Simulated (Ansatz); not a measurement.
Geometry optimisation, RHF/def2-SVP (Ansatz 0.2.0).

Input:

```yaml
crystal:
  periodic: [false, false, false]
  atoms:
    - { symbol: Ge, position_ang: [0.0, 0.0, 0.0] }
    - { symbol: Ge, position_ang: [0.0, 0.0, 2.4] }
    - { symbol: H, position_ang: [-1.3958, -0.4318, 2.9174] }
    - { symbol: H, position_ang: [1.0719, -0.9929, 2.9174] }
    - { symbol: H, position_ang: [0.324, 1.4247, 2.9174] }
    - { symbol: O, position_ang: [1.6691, 0.0, -0.5894] }
    - { symbol: H, position_ang: [1.9855, -0.9521, -0.7061] }
    - { symbol: H, position_ang: [-0.73, 1.2648, -0.5162] }
    - { symbol: O, position_ang: [-0.8337, -1.4443, -0.5894] }
    - { symbol: H, position_ang: [-1.2883, -1.91, 0.183] }
basis:
  gaussian: { orbitals: def2-SVP }
hamiltonian:
  xc: hf
relax:
  f_tol: 0.02
  max_steps: 40
```

Run as:

```bash
$ ansatz run input.yaml --threads 4 --pin off --max-ram 5120MiB --backend cpu --events-out ev --progress --plain --runs-dir out
```

Task: Where does it end, and by what steps?

Result: The run converged. The force dipped under the threshold on the way, but the program's further checks kept it going. After 27 steps the energy has fallen by 0.385 eV; H10 moved furthest, 1.10 Å.

```csv
step,energy less start (eV),largest force component (eV/Å),accepted
0,0.0000,3.188,yes
1,-0.2748,1.145,yes
2,-0.3169,0.344,yes
3,-0.3331,0.209,yes
4,-0.3381,0.058,yes
5,-0.3382,0.208,yes
6,-0.3391,0.086,yes
7,-0.3397,0.300,yes
8,-0.3413,0.100,yes
9,-0.3417,0.135,yes
10,-0.3489,0.156,yes
11,-0.3537,0.512,yes
12,-0.3537,0.512,no
13,-0.3545,0.448,yes
14,-0.3633,0.251,yes
15,-0.3632,0.519,no
16,-0.3650,0.257,yes
17,-0.3675,0.184,yes
18,-0.3586,0.998,no
19,-0.3699,0.055,yes
20,-0.3714,0.240,yes
21,-0.3746,0.120,yes
22,-0.3783,0.125,yes
23,-0.3808,0.150,yes
24,-0.3185,0.505,no
25,-0.3848,0.016,yes
26,-0.3215,2.307,no
27,-0.3849,0.018,yes
```

```xyz
10
Properties=species:S:1:pos:R:3
Ge -0.085 -0.196 0.212
Ge 0.101 0.097 2.628
H -1.282 -0.068 3.273
H 1.060 -0.951 3.198
H 0.629 1.503 2.941
O 1.551 -0.063 -0.439
H 1.703 -0.376 -1.317
H -0.998 0.794 -0.534
O -0.695 -1.823 -0.114
H -1.182 -1.959 -0.912
```

Whether the end is a true minimum wasn't checked by a vibrational analysis.

Run time: 33 s on 4 threads of Arm Neoverse V2 (shared host), peak memory 0.33 GiB.
